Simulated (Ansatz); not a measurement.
Single points on the cluster B2As2.

```yaml
crystal:
  periodic: [false, false, false]
  atoms:
    - {symbol: B, position_ang: [-0.589842, 0.398172, 0.379106]}
    - {symbol: B, position_ang: [0.588910, -0.399740, -0.378868]}
    - {symbol: As, position_ang: [-1.248410, 0.523039, -1.332464]}
    - {symbol: As, position_ang: [1.249331, -0.521471, 1.332226]}
basis:
  gaussian: {orbitals: 6-31G, initial_orbitals: start.molden}
hamiltonian: {xc: {name: B3LYP}, dispersion: d4}
scf: {omitted_lower_state_checks: [starts]}
output: {orbitals: {seedname: orbitals}}
```

The file start.molden holds the orbitals of an earlier run on this structure, at another level or in another basis.

```sh
$ ansatz run in.yaml --threads 2 --pin off --events-out ev --progress --plain --max-ram 4352MiB
```

It prints (some lines left out):

```
Functional definition: B3LYP
752 factors; integrals over basis functions are off by at most 2.1e-4 eV
mean field evaluation 1: about -123013.2944 eV, gradient 5.4e1 eV
mean field evaluation 2: about -123013.8837 eV, gradient 9.0e-1 eV
mean field evaluation 4: about -123013.9035 eV, gradient 1.0e-1 eV
mean field evaluation 8: about -123013.9036 eV, gradient 2.7e-5 eV
mean field -123013.90357973 eV, -4520.6775747365 hartree, gradient 7.4e-6 eV, S^2 0.000000; 0 other end points of the search recorded, 0 dependent functions left out
reference -123013.90379439 eV, -4520.6775826251 hartree; 38, 38 occupied and 38, 38 virtual orbitals, 752 factors
Total energy: -123014.14897573 eV, -4520.6865928730 hartree
Checks for a lower state left out: starts
```

It took 2.6 s on 2 threads of Intel Xeon Platinum 8259CL on a shared host.

As the first input, with `gaussian: {orbitals: def2-TZVP, initial_orbitals: start.molden}`, `hamiltonian: {xc: {name: B97M-V}}` (abridged; 9 s):

```
Functional definition: B97M-V
mean field -123010.28062329 eV, -4520.5444335432 hartree, gradient 1.4e-5 eV, S^2 0.000000
Total energy: -123010.28066903 eV, -4520.5444352239 hartree
Checks for a lower state left out: starts
```

The first input with `gaussian: {orbitals: def2-TZVP, initial_orbitals: start.molden}`, `hamiltonian: {xc: lda}` (abridged; 7.5 s):

```
Functional definition: SPW92
mean field evaluation 16: about -122838.7533 eV, gradient 8.7e-6 eV
mean field -122838.75339613 eV, -4514.2409242104 hartree, gradient 3.1e-6 eV, S^2 0.000000; 1 other end points of the search recorded, 0 dependent functions left out
Total energy: -122838.75342594 eV, -4514.2409253057 hartree
Checks for a lower state left out: starts
```

First input, but with `gaussian: {orbitals: def2-TZVPD, initial_orbitals: start.molden}`, `hamiltonian: {xc: pbe, dispersion: d4}` (abridged; 8.5 s):

```
Functional definition: PBE
mean field evaluation 16: about -123012.0471 eV, gradient 3.8e-5 eV
mean field -123012.04709067 eV, -4520.6093500218 hartree, gradient 6.6e-6 eV, S^2 0.000000
Total energy: -123012.19307221 eV, -4520.6147147444 hartree
Checks for a lower state left out: starts
```

First input, but with `gaussian: {orbitals: def2-TZVP, initial_orbitals: start.molden}`, `hamiltonian: {xc: hse06, dispersion: d4}` (abridged; 4.8 s):

```
Functional definition: HSE06
mean field -123015.37728613 eV, -4520.7317324476 hartree, gradient 2.2e-5 eV, S^2 0.000000
Total energy: -123015.49542074 eV, -4520.7360738144 hartree
Checks for a lower state left out: starts
```

First input, but with `gaussian: {orbitals: def2-TZVP, initial_orbitals: start.molden}`, `hamiltonian: {xc: {name: BLYP}, dispersion: d4}` (abridged; 13 s):

```
Functional definition: BLYP
mean field evaluation 16: about -123034.4281 eV, gradient 1.3e-6 eV
mean field -123034.42827963 eV, -4521.4318435457 hartree, gradient 9.4e-6 eV, S^2 0.000000; 1 other end points of the search recorded, 0 dependent functions left out
Total energy: -123034.74482593 eV, -4521.4434764077 hartree
Checks for a lower state left out: starts
```

First input, but with `gaussian: {orbitals: def2-TZVPP, initial_orbitals: start.molden}`, `correlation: {method: ccsd_t}` and without the key `hamiltonian` (abridged; 53 s):

```
Functional definition: HF
mean field evaluation 16: about -122928.3368 eV, gradient 4.7e-1 eV
mean field evaluation 32: about -122928.1062 eV, gradient 1.2e0 eV
mean field -122931.08603831 eV, -4517.6340862249 hartree, gradient 5.0e-6 eV, S^2 0.000000; 1 other end points of the search recorded, 0 dependent functions left out; unrestricted orbitals would lower it
determinant -122931.08603831 eV, -4517.6340862249 hartree, with singles and doubles -122950.29043969 eV, -4518.3398349586 hartree
determinant -122928.34175791 eV, -4517.5332357804 hartree, with singles and doubles -122947.78708776 eV, -4518.2478384720 hartree
20 core orbitals not correlated: weight in the atoms' cores, before any rotation towards them, 1.000 or more for the frozen orbitals, at most 0.000 for the correlated occupied ones
second order -19.26962585 eV of doubles, -0.00000000 eV of singles
cycle   1  -19.06013901 eV  change   -6.3e-1 eV  update   2.5e-2
cycle   2  -19.10779626 eV  change   -4.8e-2 eV  update   6.2e-3
cycle   3  -19.10241635 eV  change    5.4e-3 eV  update   3.2e-3
cycle   4  -19.10282429 eV  change   -4.1e-4 eV  update   1.4e-3
cycle   5  -19.10330378 eV  change   -4.8e-4 eV  update   8.6e-4
cycle   6  -19.10333760 eV  change   -3.4e-5 eV  update   4.0e-4
cycle   7  -19.10361602 eV  change   -2.8e-4 eV  update   2.1e-4
cycle   8  -19.10363469 eV  change   -1.9e-5 eV  update   9.8e-5
cycle   9  -19.10356055 eV  change    7.4e-5 eV  update   4.9e-5
cycle  10  -19.10353407 eV  change    2.6e-5 eV  update   1.8e-5
perturbative correction -1.27889474 eV, -0.0469985149 hartree
Total energy: -122951.46846712 eV, -4518.3831266680 hartree
Checks for a lower state left out: starts
```

Geometry: B3LYP-D4/def2-SVP.

The 6-31G sets use Cartesian d functions. B3LYP takes the VWN-RPA correlation. HSE06 is defined as in plane-wave codes, on full-range PBE exchange. Correlated methods freeze 20 core orbitals; core or outer-core shells of As are correlated, in sets that lack core-valence functions. The restricted singlet is unstable towards broken spin symmetry at other levels; at B3LYP-D4/6-31G, B97M-V/def2-TZVP, LDA (SPW92)/def2-TZVP, PBE-D4/def2-TZVPD and others this wasn't settled. At LDA (SPW92)/def2-TZVP, PBE-D4/def2-TZVPD, BLYP-D4/def2-TZVP an occupied level lies above an empty one. At CCSD(T)/def2-TZVPP the restricted singlet (for correlated methods, its reference) is unstable: a solution with broken spin symmetry lies lower. At PBE0-D4/def2-TZVP a triplet of charge 0 lies 1.30 eV below the restricted singlet, each at its own geometry. The structure comes from a short search, and lower isomers may exist.
